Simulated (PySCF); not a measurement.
Molecule: C₄H₈Si, SMILES C#CCC[SiH3]. Atoms near the plane z = 1.0 Å, at the GFN2-xTB optimised geometry (x, y, z in Å): C1 (2.1, -2.0, 0.0), C2 (1.7, -0.9, 0.0), C3 (1.2, 0.5, 0.0), C4 (-0.3, 0.5, 0.0), Si5 (-1.0, 2.3, 0.0), H6 (2.5, -3.0, 0.0), H7 (1.6, 1.0, 0.9), H9 (-0.7, -0.1, 0.9), H11 (-2.5, 2.2, 0.0), H13 (-0.6, 3.0, 1.2).

Computed with PBE/def2-TZVP run with PySCF 2.14.0. The values are rescaled to run from 0 to 1.

```
|0000000000000000000000000000000|
|0000000000001110000000000000000|
|0000000000025775200000000000000|
|0000000000269999720000000000000|
|0000000000389999961000000000000|
|0000011111499999971000000000000|
|0000156422599999960000000000000|
|0000488853489999920000000000000|
|0000699974369998400012100000000|
|0000699985335653000588720000000|
|0000489874212321005999961000000|
|0000157631113331018999971000000|
|0000011100013442128999961000000|
|0000000000036763127999720000000|
|0000000000389996224774100000000|
|0000000001699997112221000000000|
|0000000002899997101233211000000|
|0000000001799994002455543210000|
|0000000000378850003667765320000|
|0000000000023200025777765420000|
|0000000000000000036777765320000|
|0000000000000000135676654210000|
|0000000000000000134556654210000|
|0000000000000000022345664200000|
|0000000000000000011235665200000|
|0000000000000000000124675200000|
|0000000000000000000012553100000|
|0000000000000000000000110000000|
|0000000000000000000000000000000|
|0000000000000000000000000000000|
|0000000000000000000000000000000|
```
Scale: ten equal steps from 0.000 (start of '0') to 1.00 (end of '9'), in the order '0123456789'; x runs from -5.00 to 5.00, y from -5.00 (bottom) to 5.00 (top).

Problem. Which quantity is mapped?
A) Laplacian of the electron density
B) an orbital amplitude
C) electron localisation function
D) deformation density (molecule minus spherical neutral atoms)

Solution. C, electron localisation function
